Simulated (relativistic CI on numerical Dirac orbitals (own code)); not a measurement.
Hyperfine structure of I XXXIV, mass number 127

Computed by Dirac-Coulomb-Breit CI, orbitals from a KLI potential per configuration, QED by a radiative potential, unscaled Slater integrals (own radial code, finite nucleus).

CI space (outside the closed core [Ne]): 3s2.3p6.3d2, 3s2.3p5.3d3, 3s.3p6.3d3, 3s2.3p6.3d.4s, 3s2.3p6.3d.4p, 3s2.3p6.3d.4d, 3s2.3p5.3d2.4s, 3s2.3p6.3d.4f, 3s2.3p5.3d2.4p, 3s2.3p5.3d2.4d, 3p6.3d4, 3p5.3d5, 3p5.3d4.4s, 3p6.3d3.4s, 3p5.3d3.4s2. Double excitations out of closed p, d and f shells are left out; levels of such configurations are missing from the list, as are those of other unlisted configurations, and high levels can miss mixing partners. These lack a partner that the ground configuration has and come out too high: 3s2.3p5.3d2.4p, 3s2.3p5.3d2.4d.

Nuclear spin I = 5/2, μ = 2.8087 μN, Q = -0.688 b (tables of Stone and Pyykkö). The electronic factors are computed for point nuclear moments, without core polarisation or the Bohr-Weisskopf and QED corrections.

| Level | E (cm⁻¹) | A (MHz) | B (MHz) |
| --- | --- | --- | --- |
| 3s2.3p6.3d2 3F_2 | 0.0 | 34940 | -2820 |
| 3s2.3p6.3d2 3F_3 | 104506.6 | 20280 | -6410 |
| 3s2.3p6.3d2 3F_4 | 164324.6 | 19540 | -18800 |
| 3s2.3p6.3d2 3P_1 | 182541.3 | -626.2 | -6300 |
| 3s2.3p6.3d2 1G_4 | 266463.9 | 16710 | -26500 |
| 3s2.3p6.3d2 3P_2 | 292725.4 | 14050 | 10700 |

Levels with J = 0, under 50 % of one LS term, or S terms without an open s electron are left out. Small factors come from cancelling terms and can be off by tens of per cent or more.

At this charge energies of transitions that change n are usually good to better than 1 %, and those within a shell (Δn = 0) to a few per cent. Terms inside the open d or f shell come out 10 to 20 % too wide with unscaled integrals.

Problem. Give the hyperfine levels of 3s2.3p6.3d2 3F_2 relative to its centre of gravity.

Solution. With K = F(F + 1) − I(I + 1) − J(J + 1), E = AK/2 + B[¾K(K + 1) − I(I + 1)J(J + 1)]/[2I(2I − 1)J(2J − 1)]: F = 1/2: -246600, F = 3/2: -192900, F = 5/2: -104100, F = 7/2: 18670, F = 9/2: 174000 MHz.

LS names give the leading component of a level, which can be under half, so a name can repeat, a term be missing and a line seem to break the LS rules.
